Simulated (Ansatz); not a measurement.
Cartesian coordinates (Å):
```xyz
7

Zr     0.1190    -0.0280    -0.0025
F     -1.4124    -1.0527    -0.5369
F      1.5027    -0.2545    -1.3119
O      0.7467    -0.6764     1.6890
H      1.0481    -0.9094     2.5685
O     -0.3657     1.8252     0.0804
H     -0.5786     2.7487     0.2232
```
Charge 0, spin multiplicity 1.

Computed with frozen-core CCSD(T)/def2-TZVPP // r2SCAN-D4/def2-SVP (Ansatz, an electronic-structure program).

The HF energy is -396.77893 Ha. The MP2 correlation energy is -1.33508 Ha.

Task: Estimate the CCSD correlation energy, the (T) correction, the total energy and the T1 diagnostic.

Result: 
```json
{
 "CCSD correlation energy": "-1.32788 Ha",
 "(T) correction": "-0.04893 Ha",
 "CCSD(T) total energy": "-398.15574 Ha",
 "T1 diagnostic": "0.017"
}
```
